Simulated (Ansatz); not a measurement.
CH₆GeS₂ (`[CH3][GeH2][S]S`). Total charge 0; spin multiplicity 1. All single points use the PBE0-D4/def2-TZVP geometry. It is one conformer, not always the lowest.

```xyz
10

C     0.862    0.251    1.008
Ge    0.513    0.394   -0.901
S    -1.697    0.365   -1.276
S    -2.151   -1.499   -0.527
H     1.938    0.244    1.191
H     0.415    1.094    1.535
H     0.437   -0.679    1.387
H     1.142   -0.774   -1.678
H     0.980    1.744   -1.478
H    -2.438   -1.141    0.739
```

**Question.** What is the dipole moment at PBE/def2-TZVPP? (An estimate is asked.)

**Answer.** The calculation gave: 2.12 D, with components (1.31, 0.22, 1.66) D in this frame, pointing from negative to positive charge.

**Question.** And with r2SCAN, B3LYP, ωB97M-V? (An estimate is asked.)

**Answer.** Computed: r2SCAN 2.23 D, B3LYP 2.15 D, ωB97M-V 2.19 D.

**Question.** Give the Mulliken charges with PBE, ωB97M-V, r2SCAN in def2-TZVPP. (Best estimate.)

**Answer.** The calculation gave: 
```csv
atom,PBE,ωB97M-V,r2SCAN
C1,-0.36,-0.44,-0.28
Ge2,0.27,0.21,0.30
S3,-0.22,-0.20,-0.25
S4,-0.13,-0.14,-0.12
H5,0.12,0.13,0.09
H6,0.12,0.14,0.09
H7,0.11,0.12,0.08
H8,0.00,0.03,-0.01
H9,-0.01,0.02,-0.01
H10,0.12,0.13,0.11
```

B3LYP here is the variant with VWN-RPA as its local correlation; programs differ in this.
